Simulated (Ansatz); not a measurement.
Input file for Ansatz (a program for electronic structure): R-wB97X-V/def2-TZVPP on GaH4NO (SMILES [NH2][GaH][OH]), a point of a torsion scan.

Ansatz 0.2 input:
```yaml
crystal:
  periodic: [false, false, false]
  atoms:
    - {symbol: N, position_ang: [1.46101749, -0.11721043, -0.04562192]}
    - {symbol: Ga, position_ang: [-0.15551661, 0.71922053, -0.15407448]}
    - {symbol: O, position_ang: [-1.09755612, 0.19985048, -1.49900303]}
    - {symbol: H, position_ang: [1.93340781, -0.28735657, 0.83357841]}
    - {symbol: H, position_ang: [1.56913209, -0.93578252, -0.63726645]}
    - {symbol: H, position_ang: [-0.61922570, 1.83540016, 0.78366959]}
    - {symbol: H, position_ang: [-1.90940397, 0.45518806, -1.92728063]}
basis:
  gaussian:
    orbitals: def2-TZVPP
hamiltonian:
  xc: {name: wB97X-V}
scf: {lower_state_search: off}
```

The log:

```
WARN ansatz: RAYON_NUM_THREADS=1 ignored (pool sized by the plan → 1); use --threads N
Functional definition: wB97X-V
these checks for a lower state are left out or cut short: stability, starts, cluster_reference, orbital_swaps, neighbouring_geometries, increment
integrals: 0.10 GiB planned
945 factors; their error is unknown
integrals: 0.13 GiB planned
222 factors; integrals over basis functions are off by at most 6.5e-6 eV
mean field: 0.86 GiB planned
mean field evaluation 1: about -55968.0417 eV, gradient 7.3e1 eV
mean field evaluation 2: about -55965.0235 eV, gradient 8.5e1 eV
mean field evaluation 4: about -55976.8417 eV, gradient 3.4e0 eV
mean field evaluation 8: about -55976.8612 eV, gradient 5.5e-2 eV
mean field evaluation 16: about -55976.9866 eV, gradient 1.0e-5 eV
mean field -55976.98656387 eV, -2057.1163136580 hartree, gradient 1.0e-5 eV, S^2 0.000000; 0 other end points of the search recorded, 0 dependent functions left out
reference -55976.98656202 eV, -2057.1163135901 hartree; 25, 25 occupied and 141, 141 virtual orbitals, 945 factors
Total energy: -55976.98656202 eV, -2057.1163135901 hartree
Checks for a lower state left out: stability, starts, cluster_reference, orbital_swaps, neighbouring_geometries, increment
```

Self-consistency was reached.

Cost: around 6 core-seconds (rough).
